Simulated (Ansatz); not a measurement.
Basis sets compared for the cluster Nb₃Te₆⁺. The state is a singlet with charge 1. Geometry r2SCAN-D4/def2-SVP. Ansatz on 4 threads of Intel Xeon on a shared host; times are rough, and most runs start from earlier orbitals.

```xyz
9

Nb    0.8947    0.3669   -0.7015
Nb   -0.7384   -1.4734    1.1685
Nb   -0.2500    2.6184   -1.1751
Te   -0.1888   -2.2830   -1.2467
Te    2.0448    2.6516    0.1962
Te   -1.7086    1.0999    0.4311
Te    0.0747    0.9291   -3.2224
Te   -1.7632   -3.2179    2.6397
Te    1.6348   -0.6916    1.9102
```

In the def2 sets Nb, Te take a core potential; there is no spin–orbit coupling. The restricted singlet is unstable towards broken spin symmetry in Hartree–Fock (as tested in another run); at PBE-D4/def2-SVP, PBE-D4/def2-TZVP, PBE0-D4/def2-SVP, PBE0-D4/def2-TZVP this wasn't settled. The structure comes from a short search, and lower isomers may exist.

```json
{"level": "PBE-D4/def2-SVP", "functions": "249", "energy (Eh)": "-1779.2738", "HOMO (eV)": "-8.79", "LUMO (eV)": "-8.28", "wall time": "18 s"}
{"level": "PBE0-D4/def2-SVP", "functions": "249", "energy (Eh)": "-1779.2182", "HOMO (eV)": "-9.60", "LUMO (eV)": "-7.88", "wall time": "41 s"}
```

Task: Estimate the rows for PBE-D4/def2-TZVP, PBE0-D4/def2-TZVP.

Result: 
| level | functions | energy (Eh) | HOMO (eV) | LUMO (eV) | wall time |
| --- | --- | --- | --- | --- | --- |
| PBE-D4/def2-TZVP | 420 | -1779.3809 | -8.77 | -8.23 | 35 s |
| PBE0-D4/def2-TZVP | 420 | -1779.3238 | -9.56 | -7.82 | 98 s |
